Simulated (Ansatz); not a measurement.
Ansatz (a quantum-chemistry and plane-wave program) input (RI-MP2/def2-TZVPPD):
A basis named .json is the Basis Set Exchange file of that set.

Ansatz 0.2 input:
```yaml
crystal:
  periodic: [false, false, false]
  atoms:
    - {symbol: In, position_ang: [-0.19007984, -0.14582765, -0.22191825]}
    - {symbol: O, position_ang: [0.97854845, 0.70336999, 1.21411251]}
    - {symbol: H, position_ang: [1.48552435, 1.51859505, 1.16109393]}
basis:
  gaussian:
    orbitals: def2-TZVPPD.json
    fitting: {mean_field: def2-universal-jkfit, correlation: def2-TZVPPD-RIFIT.json}
magnetization: {spin_polarized: true, initial_magnetization: 2}
correlation: {method: mp2, electrons: outside_noble_gas}
```

Output:

```
Functional definition: HF
integrals: 0.04 GiB planned
313 factors; integrals over basis functions are off by at most 8.8e-1 eV
331 factors; integrals over basis functions are off by at most 6.8e-1 eV
mean field: 0.20 GiB planned
mean field evaluation 1: about -7196.8680 eV, gradient 2.8e1 eV
mean field evaluation 2: about -7198.1464 eV, gradient 2.7e1 eV
mean field evaluation 4: about -7201.0080 eV, gradient 1.3e0 eV
mean field evaluation 8: about -7201.1241 eV, gradient 2.1e-1 eV
mean field evaluation 16: about -7199.8378 eV, gradient 3.0e-5 eV
mean field evaluation 32: about -7199.4316 eV, gradient 4.0e0 eV
mean field evaluation 64: about -7199.6135 eV, gradient 3.6e0 eV
mean field evaluation 96: about -7197.8035 eV, gradient 2.2e0 eV
mean field -7201.12683464 eV, -264.6365300738 hartree, gradient 1.1e-6 eV, S^2 2.013402; 14 other end points of the search recorded, 0 dependent functions left out
10 core orbitals not correlated, not the lowest: weight in the atoms' cores, before any rotation towards them, 0.957 or more for the frozen orbitals, at most 0.054 for the correlated occupied ones
reference -7201.12683464 eV, -264.6365300738 hartree; 6, 4 occupied and 97, 99 virtual orbitals, 331 factors
second order -7.70194300 eV of doubles, -0.00000000 eV of singles
Total energy: -7208.82877763 eV, -264.9195712584 hartree
```

This state (charge 0, triplet) is run at the relaxed geometry of the species with charge 0 and multiplicity 1, and is a spin state other than that species' own.
